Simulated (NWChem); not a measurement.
The numbers come from NWChem runs, not from measurements. System: BrClSi, charge 0, spin multiplicity 1, at a geometry optimised with PBE0/def2-SVP. The structure started from a generated list of species. Level: EOM-CCSD/def2-SVPD, 19 core orbitals frozen.

Part of the output:

```
             Northwest Computational Chemistry Package (NWChem) 7.3.0
             --------------------------------------------------------

                                NWChem Input Module
                                -------------------

 Scaling coordinates for geometry "geometry" by  1.889725989
 (inverse scale =  0.529177249)

 Turning off AUTOSYM since
 SYMMETRY directive was detected!

                             Geometry "geometry" -> ""
                             -------------------------

 Output coordinates in angstroms (scale by  1.889725989 to convert to a.u.)

  No.       Tag          Charge          X              Y              Z
 ---- ---------------- ---------- -------------- -------------- --------------
    1 Si                  14.0000    -1.09622100    -0.50895800     0.00000000
    2 Cl                  17.0000     0.21816700    -2.13408600     0.00000000
    3 Br                  35.0000     0.33252200     1.24013900     0.00000000

 Effective nuclear repulsion energy (a.u.)     268.3277037891

            Nuclear Dipole moment (a.u.)
            ----------------------------
        X                 Y               Z
 ---------------- ---------------- ----------------
     0.0000283459    -0.0000170075     0.0000000000

      Symmetry information
      --------------------

 Group name             Cs
 Group number              2
 Group order               2
 No. of unique centers     3

      Symmetry unique atoms

     1    2    3


 Summary of "ao basis" -> "" (spherical)
 ------------------------------------------------------------------------------
       Tag                 Description            Shells   Functions and Types
 ---------------- ------------------------------  ------  ---------------------
 *                         def2-svpd                  on all atoms

 Summary of "ao basis" -> "ao basis" (spherical)
 ------------------------------------------------------------------------------
       Tag                 Description            Shells   Functions and Types
 ---------------- ------------------------------  ------  ---------------------
 Si                        def2-svpd                10       24   5s3p2d
 Cl                        def2-svpd                11       27   5s4p2d
 Br                        def2-svpd                15       41   6s5p4d

                                 NWChem SCF Module
                                 -----------------

  ao basis        = "ao basis"
  functions       =    92
  atoms           =     3
  closed shells   =    33
  open shells     =     0
  charge          =   0.00
  wavefunction    = RHF
  use symmetry    = T
  symmetry adapt  = T

 Summary of "ao basis" -> "ao basis" (spherical)
 ------------------------------------------------------------------------------
       Tag                 Description            Shells   Functions and Types
 ---------------- ------------------------------  ------  ---------------------
 Si                        def2-svpd                10       24   5s3p2d
 Cl                        def2-svpd                11       27   5s4p2d
 Br                        def2-svpd                15       41   6s5p4d

      Symmetry analysis of basis
      --------------------------

        a'         64
        a"         28

 Forming initial guess at       0.0s

      Superposition of Atomic Density Guess
      -------------------------------------

 Sum of atomic energies:       -3320.15675748

      Non-variational initial energy
      ------------------------------

 Total energy =   -3320.549671
 1-e energy   =   -5152.373391
 2-e energy   =    1563.496016
 HOMO         =      -0.263177
 LUMO         =      -0.046428

      Symmetry analysis of molecular orbitals - initial
      -------------------------------------------------

  Numbering of irreducible representations:

     1 a'          2 a"

  Orbital symmetries:

     1 a'          2 a'          3 a'          4 a'          5 a'
     6 a'          7 a"          8 a'          9 a'         10 a'
    11 a'         12 a"         13 a'         14 a'         15 a"
    16 a'         17 a'         18 a'         19 a"         20 a'
    21 a'         22 a"         23 a'         24 a"         25 a'
[...]
   0.0241209589597   0.2395246465877    6.51780     1.4     1.4

 Iteration  13 using   26 trial vectors
   0.0004064911815   0.1998274645559    5.43758
   0.0177364768532   0.2391886858920    6.50866     1.4     1.4

 Iteration  14 using   28 trial vectors
   0.0002176272869   0.1998270276731    5.43757
   0.0123578459245   0.2390377040571    6.50455     1.4     1.4

 Iteration  15 using   30 trial vectors
   0.0001210708526   0.1998273209654    5.43758
   0.0087735155311   0.2387942048081    6.49792     1.4     1.4

 Iteration  16 using   32 trial vectors
   0.0000645266928   0.1998268741602    5.43757
   0.0067203152599   0.2386731235164    6.49463     1.4     1.4

 Iteration  17 using   34 trial vectors
   0.0000353835844   0.1998269788635    5.43757
   0.0052000987483   0.2386446399276    6.49385     1.5     1.5

 Iteration  18 using   36 trial vectors
   0.0000189768023   0.1998270137571    5.43757
   0.0033369345163   0.2386064643518    6.49282     1.5     1.5

 Iteration  19 using   38 trial vectors
   0.0000106544290   0.1998269873199    5.43757
   0.0021582504737   0.2386063533468    6.49281     1.8     1.8

 Iteration  20 using   40 trial vectors
   0.0000064955092   0.1998270523099    5.43757
   0.0016942466199   0.2386050164640    6.49278     1.6     1.6

 Iteration  21 using   41 trial vectors
   0.0000038964895   0.1998270428770    5.43757
   0.0011099232434   0.2385979297557    6.49258     1.1     1.1

 Iteration  22 using   42 trial vectors
   0.0000025999710   0.1998270323603    5.43757
   0.0005958302358   0.2386010522687    6.49267     1.0     1.0

 Iteration  23 using   43 trial vectors
   0.0000021922702   0.1998270270073    5.43757
   0.0003144481451   0.2386004656652    6.49265     1.0     1.0

 Iteration  24 using   44 trial vectors
   0.0000021637460   0.1998270259430    5.43757
   0.0001691659711   0.2385995604149    6.49263     1.0     1.0

 Iteration  25 using   45 trial vectors
   0.0000021268673   0.1998270268440    5.43757
   0.0000923980977   0.2386001069712    6.49264     1.1     1.1

 Iteration  26 using   46 trial vectors
   0.0000021365688   0.1998270266266    5.43757
   0.0000495403751   0.2386001658665    6.49264     1.0     1.0

 Iteration  27 using   47 trial vectors
   0.0000021107100   0.1998270275318    5.43757
   0.0000243094723   0.2386001469564    6.49264     1.2     1.2

 Iteration  28 using   48 trial vectors
   0.0000021141215   0.1998270276319    5.43757
   0.0000110482731   0.2386002588690    6.49265     1.0     1.0

 Iteration  29 using   49 trial vectors
   0.0000021079381   0.1998270276523    5.43757
   0.0000052141916   0.2386002626240    6.49265     1.0     1.0
 --------------------------------------------------------------
 Iterations converged
 ------------------

 Excited state root  1
 Excitation energy / hartree =        0.199827027652342
                   / eV      =        5.437572400933542
 largest EOMCCSD amplitudes: R1 and R2

 Singles contributions
    35a'  (alpha) ---    33a'  (alpha)        0.1489613617
    34a"  (alpha) ---    31a"  (alpha)        0.8662739508

 Doubles contributions
    34a"  (alpha)    34a"  (beta ) ---    31a"  (alpha)    31a"  (beta )       -0.1450979189
 ------------------

 Excited state root  2
 Excitation energy / hartree =        0.238600262624041
                   / eV      =        6.492646255826819
 largest EOMCCSD amplitudes: R1 and R2

 Singles contributions
    35a'  (alpha) ---    33a'  (alpha)       -0.3862828104
    36a'  (alpha) ---    33a'  (alpha)        0.1523361085
    37a'  (alpha) ---    33a'  (alpha)       -0.4645366163
    39a'  (alpha) ---    33a'  (alpha)       -0.1440443993
    40a'  (alpha) ---    33a'  (alpha)        0.3228907193
    44a'  (alpha) ---    33a'  (alpha)       -0.1328160299
    48a'  (alpha) ---    33a'  (alpha)        0.1528043606
    34a"  (alpha) ---    30a"  (alpha)       -0.5125352951

 Doubles contributions

 =========================================
 Excited-state calculation ( a"  symmetry)
 =========================================
 Dim. of EOMCC iter. space      500

 EOMCCSD SOLVER TYPE  1
  maxdiff =   0.43364361334066154

 No. of initial right vectors    2

 EOM-CCSD right-hand side iterations
 --------------------------------------------------------------
      Residuum       Omega / hartree  Omega / eV    Cpu    Wall
 --------------------------------------------------------------

 Iteration   1 using    2 trial vectors
   0.4466526099013   0.2305601571866    6.27386
   0.5308964827775   0.3032886970809    8.25291     1.1     1.1

 Iteration   2 using    4 trial vectors
   0.1130680394051   0.1458443670816    3.96863
   0.1150285557479   0.1853100880529    5.04255     1.0     1.0

 Iteration   3 using    6 trial vectors
   0.0458410653652   0.1394771021296    3.79537
   0.0439405411980   0.1793522570335    4.88043     1.0     1.0

 Iteration   4 using    8 trial vectors
   0.0185240572896   0.1379327159474    3.75334
   0.0166691346252   0.1781233052780    4.84698     1.0     1.0

 Iteration   5 using   10 trial vectors
   0.0081793685818   0.1375351554488    3.74252
   0.0085167294776   0.1777151666161    4.83588     1.1     1.1

 Iteration   6 using   12 trial vectors
   0.0036904836122   0.1374884914876    3.74125
   0.0057710245933   0.1776459416958    4.83399     1.1     1.1

 Iteration   7 using   14 trial vectors
   0.0017155950741   0.1374686398198    3.74071
   0.0042756364228   0.1775982205374    4.83270     1.1     1.1

 Iteration   8 using   16 trial vectors
   0.0008149772977   0.1374686333775    3.74071
   0.0025558306975   0.1775873870262    4.83240     1.1     1.1

 Iteration   9 using   18 trial vectors
   0.0003308150651   0.1374691774085    3.74073
   0.0012954511507   0.1775900991128    4.83247     1.1     1.1

 Iteration  10 using   20 trial vectors
   0.0001227927691   0.1374689853288    3.74072
   0.0005953351930   0.1775850434441    4.83234     1.1     1.1

 Iteration  11 using   22 trial vectors
   0.0000523031400   0.1374691412934    3.74073
   0.0002866527656   0.1775867523303    4.83238     1.2     1.2

 Iteration  12 using   24 trial vectors
   0.0000273353761   0.1374691301278    3.74073
   0.0001732734685   0.1775862897720    4.83237     1.2     1.2

 Iteration  13 using   26 trial vectors
   0.0000136255234   0.1374691174481    3.74073
   0.0001010250597   0.1775860103589    4.83236     1.2     1.2

 Iteration  14 using   28 trial vectors
   0.0000062972381   0.1374690971811    3.74073
   0.0000508461555   0.1775862143845    4.83237     1.2     1.2

 Iteration  15 using   29 trial vectors
   0.0000039028595   0.1374690999918    3.74073
   0.0000241394823   0.1775860910366    4.83237     0.7     0.7

 Iteration  16 using   30 trial vectors
   0.0000032632389   0.1374691023085    3.74073
   0.0000107167180   0.1775860951126    4.83237     0.7     0.7

 Iteration  17 using   31 trial vectors
   0.0000030518461   0.1374691021059    3.74073
   0.0000054366812   0.1775861006209    4.83237     0.7     0.7
 --------------------------------------------------------------
 Iterations converged
 ------------------

 Excited state root  1
 Excitation energy / hartree =        0.137469102105946
                   / eV      =        3.740726188916250
 largest EOMCCSD amplitudes: R1 and R2

 Singles contributions
    34a"  (alpha) ---    33a'  (alpha)        0.9089311776

 Doubles contributions
 ------------------

 Excited state root  2
 Excitation energy / hartree =        0.177586100620932
                   / eV      =        4.832365725850635
 largest EOMCCSD amplitudes: R1 and R2

 Singles contributions
    34a"  (alpha) ---    32a'  (alpha)        0.8969095800

 Doubles contributions

 Task  times  cpu:       66.9s     wall:       66.9s

 Total times  cpu:       66.9s     wall:       66.9s
```

### Question
Write an NWChem input that would produce this output.

### Answer
Several could match; the one computed here: 
```
start mol
memory heap 100 mb stack 700 mb global 1900 mb
geometry units angstroms nocenter noautoz
  Si    -1.096221    -0.508958     0.000000
  Cl     0.218167    -2.134086     0.000000
  Br     0.332522     1.240139     0.000000
  symmetry group Cs
end
basis spherical
  * library def2-svpd
end
scf
  rhf
  nopen 0
  maxiter 100
  thresh 1e-7
  semidirect memsize 60000000 filesize 0
end
tce
  freeze core 19
  ccsd
  nroots 2
  2eorb
  2emet 13
  thresh 1e-5
  maxiter 200
  tilesize 24
end
task tce energy
```
